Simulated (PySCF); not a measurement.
A GIAO shielding run with PySCF 2.14.0 with density-fitted response routines (density fitting, non-relativistic, gas phase) on `C=CCC[SiH2][SiH2]S`, C$_{4}$H$_{12}$SSi$_{2}$:

```
$ OMP_NUM_THREADS=1 python probes_run.py task.json out

{"job": {"kind": "nmr", "xc": "PBE0", "basis": "pcSseg-1"}, "charge": 0, "multiplicity": 1}
C     -3.272345     1.676982    -0.647719
C     -2.261610     1.513618     0.184716
C     -1.617039     0.200280     0.493221
C     -0.157912     0.195918     0.027686
Si     0.743360    -1.444126     0.381726
Si     2.889543    -1.370551    -0.469411
S      3.915415     0.270536     0.502228
H     -3.692385     2.646697    -0.854955
H     -3.728371     0.841158    -1.153659
H     -1.815983     2.369291     0.676743
H     -2.164158    -0.607862     0.003697
H     -1.650020     0.025321     1.572188
H      0.372585     1.016271     0.517493
H     -0.134414     0.411182    -1.043735
H      0.014941    -2.545151    -0.263700
H      0.703653    -1.695671     1.828389
H      3.027409    -1.082739    -1.899308
H      3.739620    -2.533273    -0.211214
H      5.077906     0.121370    -0.109941
```

Hardware: 1 thread of an Arm Neoverse N1, shared host. The job also computes population analyses, field gradients.

(1) How large is the calculation?

(2) How long does it take, and how much memory does it need?

Results:

(1) 80 electrons, 200 basis functions and 1107 auxiliary functions.

(2) 80 s of wall time, with 14 SCF cycles and 5 response iterations; peak memory 0.9 GiB. Times on a shared host scatter by some tens of per cent.
